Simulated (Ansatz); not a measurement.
Total energies of the As atom.

Total charge 0; spin multiplicity 4. Correlated methods freeze the filled d shell of As. Scalar relativity is left out up to krypton. A free atom. Basis def2-TZVPP, Ansatz 0.2.0.

RPA on PBE orbitals: Hartree–Fock energy of these orbitals -2234.18069 Eh, correlation -0.14901 Eh (frozen core).

| functional | energy without D4 (Eh) |
| --- | --- |
| LDA (SPW92) | -2232.50078 |
| PBE | -2235.47024 |
| revPBE | -2235.63370 |
| BLYP | -2235.85661 |
| r2SCAN | -2235.79940 |
| B97M-V | -2235.39046 |
| PBE0 | -2235.53903 |
| B3LYP | -2235.84874 |
| r2SCANh | -2235.79578 |
| r2SCAN0 | -2235.79073 |
| HSE06 (plane-wave form) | -2235.54140 |
| BHLYP | -2235.79989 |
| CAM-B3LYP | -2235.93032 |
| LC-ωPBE | -2235.50583 |
| ωB97X-V | -2235.59368 |
| ωB97M-V | -2235.68710 |
| B2PLYP | -2235.40002 |
| PBE-QIDH | -2235.17211 |

B3LYP takes the VWN-RPA correlation (the form of Gaussian; ORCA's B3LYP/G). HSE06 is the plane-wave form, built on full-range PBE exchange. The double hybrids freeze the cores in their second-order part.

LC-ωPBE has ω = 0.4 bohr⁻¹.
